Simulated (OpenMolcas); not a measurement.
## BSiH3ClO (SMILES [SiH3]O[B]Cl): methods side by side

The species is BSiH3ClO (7 atoms), meant as a doublet with charge 0. SMILES: `[SiH3]O[B]Cl`. The coordinates come from a PBE0-D4/def2-TZVP relaxation. This is one conformer, not always the lowest.

Quantity: the vertical ionisation energy (to the singlet cation), in eV. The values are calculated.

| level | kind | program | value (eV) | less CCSD(T)/cc-pVDZ | CPU time (all runs) |
| --- | --- | --- | --- | --- | --- |
| U-revPBE/cc-pVDZ | GGA | OpenMolcas | 8.00 | +0.08 | 55 s |
| UBLYP/cc-pVDZ | GGA | OpenMolcas | 7.84 | -0.08 | 56 s |
| UPBE/cc-pVDZ | GGA | OpenMolcas | 8.03 | +0.11 | 56 s |
| U-r2SCAN/cc-pVDZ | meta-GGA | OpenMolcas | 8.35 | +0.43 | 83 s |
| UM06-L/cc-pVDZ | meta-GGA | OpenMolcas | 8.11 | +0.19 | 80 s |
| UTPSS/cc-pVDZ | meta-GGA | OpenMolcas | 8.14 | +0.22 | 78 s |
| UPBE0/cc-pVDZ | global hybrid | OpenMolcas | 8.30 | +0.38 | 55 s |
| ROCCSD(T)/cc-pVDZ | coupled cluster or CI | OpenMolcas | 7.92 | 0.00 | 64 s |

ROCCSD(T)/cc-pVDZ is the highest level here, not the true value. The values span 7.84 to 8.35 eV. Times are those of the runs behind each value, whatever else they computed, on shared processors of several kinds: orders of magnitude only.
